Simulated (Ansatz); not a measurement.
W4Se8, relaxed as a singlet with RKS r2SCAN-D4/def2-SVP in Ansatz, starting from the GFN2-xTB geometry. Force threshold 0.03 eV/Å.

In the def2 sets W takes a core potential; there is no spin–orbit coupling. The restricted singlet is unstable towards broken spin symmetry in Hartree–Fock (as tested in another run); at r2SCAN-D4/def2-SVP this wasn't settled. The relaxation made no stability test and no search for a lower SCF solution. No other spin state of charge 0 was run. The structure comes from a short search, and lower isomers may exist.

Start:

```xyz
12

W    -1.109   -0.544    0.369
W     1.388   -0.307    0.133
W     0.522   -0.932    2.592
W    -0.081    0.349   -2.013
Se   -2.212   -1.245   -1.947
Se    2.122    2.021   -0.674
Se    0.386   -3.046    3.540
Se   -2.353    0.889   -2.947
Se    0.983   -0.309   -3.939
Se    1.700    0.353    4.111
Se   -1.761   -0.033    2.784
Se    0.415    2.805   -2.010
```

Q: Estimate the energy that the relaxation releases and the steps that it takes.

A: 517.3 kJ/mol, in 26 steps; 4.1 min on 2 threads of AMD EPYC 7R13 on a shared host and a share (18 GiB) of an NVIDIA H100 80GB HBM3. No frequencies were taken in this run, so the end may be a saddle point.

Q: Does the start keep its bonding?

A: Bonds formed: W1–Se8, W2–Se9, W2–Se10 (atoms count from 1).

Q: Predict the relaxed structure.

A: 
```xyz
12

W    -0.906   -0.592    0.268
W     1.516   -0.016   -0.055
W     0.152   -0.894    2.462
W    -0.138    0.543   -1.880
Se   -1.494   -1.665   -2.112
Se    1.625    2.443   -0.195
Se   -0.917   -2.904    2.767
Se   -2.755    0.249   -1.539
Se    1.995   -0.626   -2.380
Se    2.552   -0.402    2.221
Se   -1.492    0.875    2.229
Se   -0.138    2.987   -1.786
```
Bond lengths (bridged metal pairs left out): 14 × Se–W 2.30 to 3.09 Å; 2 × Se–Se 2.36 to 2.44 Å; 1 × W–W 2.51 Å.
